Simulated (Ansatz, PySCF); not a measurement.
Spin states of HOY (SMILES [OH][Y]), each relaxed with B3LYP-D3(BJ)/def2-TZVP.
State 1 (charge 0, multiplicity 1):
```xyz
3

Y     -1.041    -0.859    -0.918
O      0.200     0.195     0.160
H      0.808     0.711     0.688
```
State 2 (charge 0, multiplicity 3):
```csv
atom,x (Å),y (Å),z (Å)
Y,-1.0591,-0.8746,-0.9338
O,0.2098,0.2023,0.1683
H,0.8161,0.7196,0.6952
```

Singlets are restricted, other states unrestricted; no spin–orbit coupling, no relativity up to Kr; see below for the cores. The largest T1 diagnostic is 0.022.

Codes used: Ansatz (an electronic-structure program) with Gaussian orbitals; PySCF for the dispersion terms. Each number belongs to the level named beside it. In def2 rows elements past Kr take small-core potentials, without spin–orbit coupling.

```
level                        energy of the multiplicity-3 state less that of the multiplicity-1 state (eV)
---------------------------  -----------------------------------------------------------------------------
BLYP-D3(BJ)/def2-TZVPP                                                                               0.893
r2SCAN-D3(BJ)/def2-TZVPP                                                                             0.419
B3LYP/def2-TZVPP                                                                                     0.875
PBE0/def2-TZVPP                                                                                      0.714
PBE0-D4/def2-TZVPP                                                                                   0.715
CAM-B3LYP-D3(BJ)/def2-TZVPP                                                                          0.932
CAM-B3LYP-D4/def2-TZVPP                                                                              0.932
wB97X-V/def2-TZVPP                                                                                       …
wB97M-V/def2-TZVPP                                                                                       …
```

### Question
Complete the blanks.

### Answer

- wB97X-V/def2-TZVPP, energy of the multiplicity-3 state less that of the multiplicity-1 state (eV): 0.979
- wB97M-V/def2-TZVPP, energy of the multiplicity-3 state less that of the multiplicity-1 state (eV): 1.085
